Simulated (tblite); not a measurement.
Compound: C₄H₆F₃O (doublet state).
Z-matrix (Å and degrees, GFN2-xTB geometry), rows numbered from 1:
```
C 
C   1  1.4794
C   2  1.4796  1  123.53
O   2  1.4206  1  112.25  3  -157.44
C   4  1.3101  2  119.78  1  -172.89
F   5  1.3304  4  109.35  2   172.00
F   5  1.3484  4  114.45  2    52.38
F   5  1.3496  4  114.57  2   -68.90
H   1  1.0860  2  109.62  3   178.73
H   1  1.0956  2  111.75  3    58.59
H   1  1.0899  2  110.26  3   -60.84
H   3  1.0861  2  108.71  1    23.98
H   3  1.0973  2  111.99  1   -95.81
H   3  1.0918  2  112.15  1   143.98
```

Calculated harmonic vibrations of the isolated species, GFN2-xTB (tblite), most abundant isotopes, no scaling. Against measured fundamentals such values can be off by several per cent, at times by over 20. One conformer, not necessarily the lowest. Open shells enter through the occupations alone, without spin polarisation, and single modes of such species can be off by tens of per cent.

Harmonic wavenumbers (cm⁻¹): 41.5, 78.9, 97.9, 151.4, 167.0, 233.3, 310.1, 329.5, 392.3, 419.2, 519.6, 550.6, 623.3, 810.5, 884.7, 967.9, 982.3, 992.1, 1002.9, 1045.1, 1091.7, 1225.8, 1242.0, 1317.0, 1385.5, 1399.5, 1445.9, 1452.1, 1459.0, 1472.0, 2891.0, 2904.5, 2982.7, 2996.8, 3058.3, 3063.0.

A = 3544, B = 1467, C = 1285 MHz; mass 127.037 u (most abundant isotopes); point group C1, symmetry number 1; spin multiplicity 2.

Task: What is the zero-point energy?

Result: Half the sum of the wavenumbers: 20993 cm⁻¹ = 251.14 kJ/mol.

Task: Entropy at 350 K, 1 bar (ideal gas, RRHO, classical rotation)?

Result: Translation 172.61, rotation 120.27, vibration 130.07, spin (R ln 2) 5.76: S = 428.7 J/(mol K).

Task: And Cp and H(350 K) − H(0)?

Result: Cp = 154.79 J/(mol K), of which vibrations give 121.54 (their classical limit is 36 R = 299.3); H(350 K) − H(0) = 34.62 kJ/mol without the zero-point energy, 22.98 from vibrations.

Task: How do the functions run with temperature in this model?

Result: 
| T (K) | S (J/(mol K)) | Cp (J/(mol K)) | H − H(0) (kJ/mol) | G − H(0) (kJ/mol) | ln q(vib) |
| --- | --- | --- | --- | --- | --- |
| 50 | 247.4 | 54.9 | 2.11 | -10.26 | 0.55 |
| 100 | 292.3 | 76.2 | 5.40 | -23.82 | 1.75 |
| 298.15 | 405.1 | 139.5 | 26.99 | -93.80 | 6.56 |
| 373.15 | 438.8 | 161.3 | 38.28 | -125.47 | 8.27 |
| 500 | 490.6 | 193.0 | 60.84 | -184.48 | 11.03 |
| 750 | 577.8 | 236.1 | 114.92 | -318.40 | 16.09 |
| 1000 | 649.6 | 263.1 | 177.55 | -472.09 | 20.66 |

q(vib) and H(0) count from the zero-point level.

Task: Blend soft modes into free rotors: weight 1/[1 + (100 cm⁻¹/ν̃)⁴] for the oscillator and the rest for a rotor with moment μB/(μ + B), μ = h/(8π²ν), B = 10⁻⁴⁴ kg m². What vibrational entropy results?

Result: 118.53 J/(mol K) in place of 130.07, which changes −T·S at 350 K by +4.04 kJ/mol.

Hindered rotation and anharmonicity are outside this model. Other conformers, if any are populated, would add a mixing term that is left out. The structure is chiral; the term R ln 2 for an equal mix with its mirror image is left out.

The run took 0.35 s on Arm Neoverse V1, one thread (shared host). The figure is for the frequency step alone.
